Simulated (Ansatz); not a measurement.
`C[SiH2]Br`, 8 atoms. Total charge 0; spin multiplicity 1. Correlated methods include outer-core shells of Br, which these sets cover unevenly. Scalar relativity is left out up to krypton. All runs use 2 threads of a server CPU on a shared host. Correlated methods freeze the cores.

**Question.** Give the basis size and wall time and peak host memory of each of these runs in Ansatz. RKS ωB97M-V/def2-QZVPP energy; RKS PBE0-D4/def2-TZVPP energy; RKS ωB97M-V/def2-SVP energy; direct RPA on PBE orbitals/def2-TZVPP energy; RKS PBE0-D4/def2-TZVP relaxation (5 steps); RHF-CCSD(T)/def2-SVP energy; RKS BLYP-D4/def2-TZVPP energy; RKS PBE0-D4/def2-SVP energy; RHF-MP2/def2-QZVPP energy; RHF-CCSD(T)/def2-TZVPP energy; RKS PBE0-D4/def2-QZVPP energy; RKS PBE0-D4/def2-TZVP frequencies. (Best estimate.)

**Answer.** Computed: Other jobs shared the machine, so times are rough.

| level | job | functions | wall time | peak host memory (GiB) |
| --- | --- | --- | --- | --- |
| RKS PBE0-D4/def2-SVP | energy | 89 | 0.6 s | 0.18 |
| RKS BLYP-D4/def2-TZVPP | energy | 191 | 0.9 s | 0.23 |
| RKS PBE0-D4/def2-TZVPP | energy | 191 | 1.2 s | 0.43 |
| RHF-CCSD(T)/def2-SVP | energy | 89 | 1.4 s | 0.29 |
| direct RPA on PBE orbitals/def2-TZVPP | energy | 191 | 1.8 s | 0.37 |
| RKS ωB97M-V/def2-SVP | energy | 89 | 1.9 s | 0.27 |
| RKS PBE0-D4/def2-QZVPP | energy | 366 | 3.3 s | 1.1 |
| RKS ωB97M-V/def2-QZVPP | energy | 366 | 7.5 s | 1.3 |
| RKS PBE0-D4/def2-TZVP | relaxation (5 steps) | 146 | 7.5 s | 0.34 |
| RHF-MP2/def2-QZVPP | energy | 366 | 8 s | 1.6 |
| RHF-CCSD(T)/def2-TZVPP | energy | 191 | 24 s | 2 |
| RKS PBE0-D4/def2-TZVP | frequencies | 146 | 42 s | 0.35 |
